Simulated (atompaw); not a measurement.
strontium (Sr): one change to a PAW (atompaw) potential, before and after

```json
{
 "Element": "strontium",
 "Generator": "atompaw 4.2.0.5",
 "Type": "PAW",
 "Functional": "LDA (PW92)",
 "Relativity": "non-relativistic",
 "Frozen core": "[Ar] 3d10",
 "Valence charge": "10",
 "Reference configuration": "4s2 4p6 4d0 5s1 5p0 (charge +1)",
 "Partial waves": "4s (bound): rc 1.95 bohr; 5s (bound): rc 2.20 bohr; 4p (bound): rc 1.95 bohr; 5p (bound, empty): rc 3.00 bohr; 4d (bound, empty): rc 3.00 bohr; 4d channel at 0.05 Ry: rc 3.00 bohr; 4f channel at 0.35 Ry: rc 3.00 bohr; 4f channel at 1.1 Ry: rc 3.00 bohr",
 "Local potential": "vpsmatchnc scheme with l = 4 at 0.5 Ry, radius 2.85 bohr",
 "Core correction": "smooth core density matched at 1.70 bohr",
 "Augmentation charge": "sinc compensation charge, radius 2.45 bohr; PAW radius 3.00 bohr; waves and projectors: custom rrkj gramschmidtortho"
}
```

All-electron outer shells of the reference configuration (LDA (PW92), non-relativistic, ld1.x):

```tsv
shell	level (eV)	outermost node (bohr)	outermost maximum (bohr)
3d	-137.37	–	0.38
4s	-45.91	0.61	1.21
4p	-29.25	0.62	1.33
5s	-8.45	1.67	3.45
4d	-7.27	0.65	1.99
5p	-5.59	1.93	4.26
```

Change: augmentation sinc compensation charge, radius 2.45 bohr; PAW radius 3.00 bohr; waves and projectors: custom polynom2 7 10 vanderbiltortho.

Cutoffs: the cutoffs (Ry, on a coarse ladder) from which the occupation-weighted sum of valence levels, in a spherical-Bessel basis at the reference potential, stays within 10 and 1 mRy of its value at 400 Ry; they do not see the model core or the augmentation charge, which bear on the density cutoff.

**Question.** What does the change do?

**Answer.** The potential gets softer (21 Ry and 35 Ry → 18 Ry and 21 Ry); the range in which the f phases agree widens (upper end 2.1 → 3.4); neither file shows a bound ghost.

| quantity | base | changed |
| --- | --- | --- |
| cutoff, loose | 21 Ry | 18 Ry |
| cutoff, tight | 35 Ry | 21 Ry |
| bound ghosts | none | none |
| s: phases at 3.00 bohr within 0.05 rad from the reference energy up to (Ry; the scan ends near 5) | 4.3 | 3.6 |
| p: phases at 3.00 bohr within 0.05 rad from the reference energy up to (Ry; the scan ends near 5) | 0.2 | 0.0 |
| d: phases at 3.00 bohr within 0.05 rad from the reference energy up to (Ry; the scan ends near 5) | 1.7 | 1.7 |
| f: phases at 3.00 bohr within 0.05 rad from the reference energy up to (Ry; the scan ends near 5) | 2.1 | 3.4 |
| lowest overlap eigenvalue by channel | s 0.00, p 0.49, d 1.00, f 0.96 | s 0.64, p 0.45, d 0.91, f 0.93 |

 The cutoffs see the waves, projectors and local potential, not the compensation charge or the core.
